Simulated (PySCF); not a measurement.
```xyz
4
charge 0 multiplicity 1, angstrom
Ti   -0.2885   -0.0168    0.0000
S    -0.0055   -2.0570    0.0000
Cl    0.1960    0.9522   -1.9201
Cl    0.1960    0.9522    1.9201
```

Method: PBE/[Ti def2-SVP, S def2-SVP, Cl def2-SVP], no relativity, density fitting, PySCF.

This geometry of TiSCl₂ is a stationary point at this level.

(1) What is the point group?

(2) Is it a minimum?

(3) What are the dipole moment and the gap between the highest occupied and lowest empty levels?

(4) Give the atomic charges and bond orders.

Results:

(1) Cs.

(2) Yes: all harmonic wavenumbers are real.

(3) 2.39 D and 1.79 eV.

(4) 
```
 atom  Mulliken  Löwdin  polar tensor  Mayer order to Ti1
  Ti1      0.58   -0.18          1.51                   –
   S2     -0.19    0.10         -0.49                2.44
Cl3,4     -0.19    0.04         -0.51                1.30
```

Other isomers or separated fragments may lie lower.
